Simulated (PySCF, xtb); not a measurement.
tetrasilane (H₁₀Si₄), SMILES [SiH3][SiH2][SiH2][SiH3].

The structure is a stationary point at ωB97X-D3(BJ)/def2-SVP. The values are those of a single conformer.

Method: PySCF with C-PCM-B3LYP/def2-SVP.

The values are the electrostatic part of the solvation free energy, E(continuum) − E(gas) at the gas-phase geometry, in a cavity of scaled van der Waals radii (PySCF's table); cavitation and dispersion terms are not included. In vacuum the orbital gap is 7.43 eV. The dipole moment in vacuum is 0.19 D.

Estimate the values in water (ε = 78.36), N,N-dimethylformamide (ε = 37.22), chloroform (ε = 4.71). (An estimate is asked for; the answer gives what the named calculation found.)


```
solvent                    ε  ΔG(elec) (kcal/mol)  dipole (D)  gap (eV)
---------------------  -----  -------------------  ----------  --------
water                  78.36                 -0.4        0.27      7.43
N,N-dimethylformamide  37.22                 -0.4        0.27      7.43
chloroform              4.71                 -0.3        0.25      7.43
```

For comparison, GFN2-xTB/ALPB(water) (xtb, at the GFN2-xTB geometry, all terms of that model) gives -0.7 kcal/mol.
